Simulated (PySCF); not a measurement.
Record of a relaxation.

Compound: C2H6BO2 (charge -1).
Atom-mapped SMILES: `[BH2-:1]1[O:2][CH2:3][CH2:4][O:5]1` (hydrogens: H6, H7 on B1; H8, H9 on C3; H10, H11 on C4)

Method: PBE0-D3(BJ)/def2-SVP geometry optimisation, gas phase in PySCF; density fitting, grid level 1; the optimiser is geomeTRIC in internal coordinates, started from a GFN2-xTB structure. The frame can shift and turn from step to step; on so coarse a grid that alone can change the energy by a few meV, and forces under 0.02 eV/Å are noise.

Step 0: E = -6930.9953 eV, largest atomic force 1.301 eV/Å
```
atom  x, y, z in Å  |  force x, y, z in eV/Å
B1     -1.297   -0.392   -0.440    1.233   0.358   0.212
O2     -0.055   -1.263   -0.433   -0.534   0.414  -0.133
C3      0.936   -0.530    0.175   -0.207  -0.145  -0.127
C4      0.471    0.954    0.181   -0.262  -0.041  -0.105
O5     -0.715    1.005   -0.510   -0.225  -0.623  -0.117
H6     -1.929   -0.542    0.612   -0.289  -0.058   0.467
H7     -1.970   -0.620   -1.413   -0.507  -0.161  -0.664
H8      1.116   -0.872    1.218    0.186   0.015   0.196
H9      1.887   -0.649   -0.380    0.279  -0.002   0.026
H10     0.349    1.297    1.233    0.105   0.088   0.210
H11     1.218    1.617   -0.295    0.222   0.154   0.035
```

Step 1: E = -6931.0430 eV, largest atomic force 0.533 eV/Å
```
atom  x, y, z in Å  |  force x, y, z in eV/Å
B1     -1.295   -0.392   -0.443    0.512   0.149   0.007
O2     -0.062   -1.250   -0.447   -0.077   0.105   0.028
C3      0.937   -0.531    0.171   -0.126  -0.077  -0.064
C4      0.467    0.953    0.180   -0.118   0.016  -0.066
O5     -0.715    0.988   -0.525   -0.018  -0.131   0.032
H6     -1.931   -0.540    0.638   -0.084  -0.026   0.078
H7     -2.001   -0.629   -1.434   -0.097  -0.032  -0.050
H8      1.128   -0.867    1.221    0.027  -0.017  -0.006
H9      1.906   -0.644   -0.370    0.001  -0.036   0.018
H10     0.349    1.295    1.239   -0.003   0.016  -0.005
H11     1.228    1.623   -0.281   -0.017   0.033   0.028
```

Step 2: E = -6931.0481 eV, largest atomic force 0.064 eV/Å
```
atom  x, y, z in Å  |  force x, y, z in eV/Å
B1     -1.281   -0.390   -0.442    0.035   0.006  -0.053
O2     -0.060   -1.248   -0.454   -0.024   0.030  -0.008
C3      0.936   -0.533    0.167    0.022   0.001   0.015
C4      0.462    0.955    0.178    0.027   0.018   0.012
O5     -0.715    0.986   -0.531   -0.006  -0.036  -0.010
H6     -1.919   -0.539    0.647   -0.012  -0.005   0.000
H7     -2.005   -0.634   -1.429   -0.010  -0.002   0.049
H8      1.127   -0.872    1.217   -0.005   0.011  -0.007
H9      1.908   -0.650   -0.368   -0.012   0.007   0.000
H10     0.337    1.296    1.238   -0.006  -0.020  -0.007
H11     1.221    1.634   -0.274   -0.009  -0.009   0.010
```

Step 3: E = -6931.0486 eV, largest atomic force 0.026 eV/Å
```
atom  x, y, z in Å  |  force x, y, z in eV/Å
B1     -1.278   -0.391   -0.443   -0.015  -0.006  -0.014
O2     -0.057   -1.246   -0.459    0.007  -0.013  -0.013
C3      0.937   -0.531    0.165    0.018   0.002   0.015
C4      0.461    0.955    0.177    0.015   0.009   0.016
O5     -0.714    0.984   -0.535    0.000   0.015  -0.018
H6     -1.913   -0.540    0.649   -0.001  -0.002   0.000
H7     -2.011   -0.638   -1.423    0.004   0.002   0.025
H8      1.126   -0.871    1.215   -0.004   0.003  -0.004
H9      1.910   -0.646   -0.368   -0.007   0.001  -0.007
H10     0.331    1.292    1.238   -0.009  -0.009  -0.002
H11     1.219    1.637   -0.269   -0.008  -0.001   0.001
```

Step 4: E = -6931.0488 eV, largest atomic force 0.034 eV/Å
```
atom  x, y, z in Å  |  force x, y, z in eV/Å
B1     -1.275   -0.393   -0.444   -0.029  -0.008   0.015
O2     -0.052   -1.245   -0.464    0.009  -0.018  -0.010
C3      0.940   -0.529    0.163    0.005   0.005   0.008
C4      0.458    0.956    0.178    0.003  -0.001   0.009
O5     -0.714    0.982   -0.539    0.002   0.019  -0.015
H6     -1.906   -0.542    0.652    0.010   0.000   0.001
H7     -2.015   -0.643   -1.416    0.006   0.001  -0.004
H8      1.126   -0.870    1.213    0.002  -0.001  -0.001
H9      1.913   -0.640   -0.370   -0.001   0.001  -0.006
H10     0.322    1.287    1.239   -0.005  -0.002   0.002
H11     1.215    1.642   -0.264   -0.001   0.003   0.000
```

Step 5: E = -6931.0488 eV, largest atomic force 0.032 eV/Å
```
atom  x, y, z in Å  |  force x, y, z in eV/Å
B1     -1.273   -0.396   -0.444   -0.022  -0.005   0.022
O2     -0.048   -1.245   -0.469    0.006  -0.011  -0.002
C3      0.942   -0.526    0.160   -0.004   0.004   0.000
C4      0.455    0.957    0.179   -0.006  -0.006   0.000
O5     -0.716    0.981   -0.542    0.002   0.011  -0.006
H6     -1.897   -0.546    0.656    0.012   0.001   0.001
H7     -2.018   -0.649   -1.410    0.004   0.001  -0.016
H8      1.129   -0.869    1.209    0.006  -0.002   0.000
H9      1.915   -0.633   -0.373    0.002   0.001  -0.004
H10     0.313    1.283    1.240   -0.002   0.001   0.004
H11     1.210    1.648   -0.258    0.002   0.005   0.002
```

**Question.** Summarise the path.

**Answer.** The energy falls by 0.0535 eV from step 0 to step 5; nine tenths of that is first reached at step 2. It falls at every step. The largest force goes from 1.301 to 0.032 eV/Å. Among the bonds B1–H7 changes most, from 1.204 to 1.246 Å; the atoms move by 0.033 Å rms after alignment.

**Question.** Follow the three bonds and two angles with the largest change from start to end.

**Answer.** 
```csv
step,E above end (eV),largest force (eV/Å),B1–H7 (Å),B1–H6 (Å),B1–O5 (Å),H6–B1–H7 (°),H8–C3–H9 (°)
0,0.0535,1.301,1.204,1.237,1.515,112.2,107.3
1,0.0058,0.533,1.240,1.263,1.499,112.0,106.1
2,0.0008,0.064,1.249,1.271,1.490,111.3,105.7
3,0.0003,0.026,1.248,1.272,1.489,111.0,105.7
4,0.0001,0.034,1.247,1.273,1.488,110.7,105.8
5,0.0000,0.032,1.246,1.273,1.488,110.7,105.8
```

What follows is the cost of the whole optimisation. Hardware: Arm Neoverse V1, one thread, no GPU, shared host. Cost: 17 s, 0.40 GiB resident at most.
